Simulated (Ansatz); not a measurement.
Frontier orbitals of `C#C[Se][SiH3]`.

Cartesian coordinates in Å:
```
C 0.048 2.392 0.281
C 0.530 1.325 0.561
Se 1.289 -0.274 1.010
Si -0.162 -1.494 -0.282
H -0.377 3.336 0.035
H -1.552 -1.286 0.187
H -0.031 -1.093 -1.702
H 0.255 -2.905 -0.090
```

The species carries charge 0 and has multiplicity 1. Correlated methods include outer-core shells of Se, which these sets cover unevenly. Scalar relativity is left out up to krypton. Geometry: relaxed with PBE0-D4/def2-TZVP. Basis def2-TZVPP, Ansatz.

| functional | HOMO (eV) | LUMO (eV) |
| --- | --- | --- |
| CAM-B3LYP | -8.00 | 0.52 |

Problem. Give HOMO and LUMO (eV) with LDA (SPW92), PBE, revPBE, BLYP, r2SCAN, B97M-V, PBE0, B3LYP, r2SCANh, r2SCAN0, HSE06 (plane-wave form), BHLYP, LC-ωPBE, ωB97X-V, ωB97M-V, HF. (Best estimate.)

Solution. The calculation gave: 
| functional | HOMO | LUMO |
| --- | --- | --- |
| LDA (SPW92) | -5.86 | -1.61 |
| PBE | -5.71 | -1.37 |
| revPBE | -5.66 | -1.28 |
| BLYP | -5.53 | -1.24 |
| r2SCAN | -5.93 | -1.07 |
| B97M-V | -6.00 | -1.14 |
| PBE0 | -6.78 | -0.50 |
| B3LYP | -6.55 | -0.71 |
| r2SCANh | -6.33 | -0.76 |
| r2SCAN0 | -6.93 | -0.32 |
| HSE06 (plane-wave form) | -6.39 | -0.88 |
| BHLYP | -7.70 | 0.42 |
| LC-ωPBE | -9.32 | 1.65 |
| ωB97X-V | -8.98 | 1.55 |
| ωB97M-V | -8.86 | 1.28 |
| HF | -9.15 | 2.68 |

B3LYP here is the variant with VWN-RPA as its local correlation; programs differ in this. LC-ωPBE has ω = 0.4 bohr⁻¹. Positive LUMOs are unbound and depend on the basis.
